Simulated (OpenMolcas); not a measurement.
# Ionisation energies of barium

* Program: OpenMolcas 26.06
* Basis: ANO-RCC [12s10p8d4f2g]
* Scalar Hamiltonian: DKH2, point nucleus
* Spin-orbit coupling: RASSI with atomic mean-field integrals over the reference wave functions, term energies averaged over their components

Active shells in each charge state: the valence s, p, d shells, with orbitals averaged over the low states. Where CASPT2's correlated closed shells are named, they are those of the first ion.

A. CASSCF
B. SS-CASPT2, IPEA 0.25 Eh, imaginary shift 0.1 Eh (closed shells correlated: 5s 5p)
C. MS-CASPT2, IPEA 0.25 Eh, imaginary shift 0.1 Eh (closed shells correlated: 5s 5p)
D. SS-CASPT2, IPEA 0.25 Eh, imaginary shift 0.1 Eh (closed shells correlated: none)
E. MS-CASPT2, IPEA 0.25 Eh, imaginary shift 0.1 Eh (closed shells correlated: 4d 5s 5p)
F. SS-CASPT2, IPEA 0.25 Eh, imaginary shift 0.1 Eh (closed shells correlated: 4d 5s 5p)

Energies in eV between the lowest computed levels, named as in B; reference values from the NIST Atomic Spectra Database with their kind.

| From | To | A | B | C | D | E | F | Spin-orbit share in B | Reference |
| --- | --- | --- | --- | --- | --- | --- | --- | --- | --- |
| Ba 6s2 1S0 | Ba+ 6s 2S 1/2 | 4.873 | 5.050 | 5.050 | 4.922 | 5.060 | 5.060 | +0.000 | 5.212 (measured) |

Error against the reference values, in %:

```
From  Reference     A     B     C     D     E     F
  Ba   measured  -6.5  -3.1  -3.1  -5.6  -2.9  -2.9
```

Absolute error against the one measured value: A 0.34 eV, B 0.16 eV, C 0.16 eV, D 0.29 eV, E 0.15 eV, F 0.15 eV.

The lowest level within the active space need not be the ion's true ground level.
